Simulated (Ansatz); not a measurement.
Born–Oppenheimer molecular dynamics of CH6Al2FNO (12 atoms, charge 0, multiplicity 1). It starts from a relaxed structure.

All numbers below come from RKS B3LYP/6-31G (Ansatz).

```yaml
ensemble: NVT, Nosé–Hoover chain
time_step: 2 fs
steps_asked: 40
set_temperature: 1000 K
thermostat: time constant 100 fs, chain length 3 (defaults)
seed: 229989
```

First frame:

```xyz
12
Properties=species:S:1:pos:R:3
N -1.199 -0.629 0.736
C 0.368 -0.393 1.029
Al 1.319 -0.551 -0.760
Al -0.492 1.214 0.450
O 0.247 1.061 -1.203
F -1.426 2.601 0.801
H -1.399 -1.338 0.031
H -1.757 -0.800 1.571
H 0.699 -0.835 1.962
H 0.699 -1.699 -1.725
H 2.885 -0.186 -0.804
H 0.133 1.501 -2.054
```

(1) What does the run give?

(2) What happens to the structure?

(3) How do temperature and energy run in time?

## Answers

(1) The run went to its last step.

* steps done: 40
* time covered: 80 fs
* mean temperature over the second half: 651 K
* spread of the potential energy over the second half: 45.4 meV per atom
* mean potential energy of the second half above the start: 110.2 meV per atom

The conserved energy changed by up to 170 meV per atom, so the integration failed: the time step of 2 fs is too long for the fastest motions that this run met, and the later frames carry no physical meaning.

(2) Parted: O5–H12 0.96 → 1.26 Å. It ends as CH5Al2FNO + H. Pairs count as bonded within 1.25 times the sum of covalent radii (0.12 Å more for H–H). The details hang on the random start.

(3) 
```csv
time (fs),T (K),potential energy less start (eV),conserved less start (meV/atom)
0.0,1000,0.000,0.00
6.0,519,0.738,9.60
12.0,345,1.064,17.87
18.0,531,1.039,35.31
24.0,484,1.105,35.05
30.0,1152,0.744,75.78
36.0,1076,0.895,78.86
42.0,430,1.259,38.28
48.0,551,1.011,29.28
54.0,386,1.262,30.91
60.0,520,1.066,27.24
66.0,795,1.189,64.78
72.0,1233,0.982,91.19
78.0,541,2.497,139.42
```

Time of the run: 2.3 min on 1 thread of AMD EPYC 7R43 64-Core Processor (Zen 3), on a shared host, peak memory 0.16 GiB.
